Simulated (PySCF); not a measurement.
**NaBr: energy against distance**

Set-up: basis Na cc-pVTZ, Br cc-pVTZ-PP with ECP10; scalar-relativistic core potentials; PySCF 2.14. Energies in eV from Na + Br in their ground configurations at the same level. State: ¹Σ⁺ (singlet), closed shell.

All columns are PBE0. A positive dipole means Na(−)Br(+).

| R (Å) | E (eV) | μ (D) | Mulliken charge on Na (basis-dependent) | HOMO (eV) | LUMO (eV) | Mayer bond order | ⟨S²⟩ |
| --- | --- | --- | --- | --- | --- | --- | --- |
| 2.170 | -3.094 | -7.57 | 0.53 | -6.57 | -1.49 | 0.89 | 0.00 |
| 2.271 | -3.392 | -7.91 | 0.48 | -6.44 | -1.56 | 0.95 | 0.00 |
| 2.372 | -3.554 | -8.27 | 0.45 | -6.32 | -1.63 | 0.98 | 0.00 |
| 2.447 | -3.610 | -8.55 | 0.45 | -6.24 | -1.69 | 0.98 | 0.00 |
| 2.523 | -3.625 | -8.84 | 0.46 | -6.15 | -1.76 | 0.95 | 0.00 |
| 2.599 | -3.607 | -9.13 | 0.48 | -6.07 | -1.82 | 0.92 | 0.00 |
| 2.700 | -3.548 | -9.54 | 0.51 | -5.97 | -1.91 | 0.87 | 0.00 |
| 2.826 | -3.432 | -10.06 | 0.54 | -5.84 | -2.02 | 0.81 | 0.00 |
| 2.977 | -3.259 | -10.69 | 0.58 | -5.69 | -2.16 | 0.75 | 0.00 |
| 3.179 | -3.000 | -11.55 | 0.62 | -5.51 | -2.35 | 0.68 | 0.00 |

A fit through these points gives, at Re = 2.517 Å, μ = -8.81 D and dμ/dR = -3.84 D/Å; the reduced mass is 17.8 u.

How strong is the fundamental in the double-harmonic approximation, I = 42.26·(dμ/dR)²/μred km/mol?

I = 42.26·(-3.84)²/17.8 = 35.0 km/mol at PBE0.
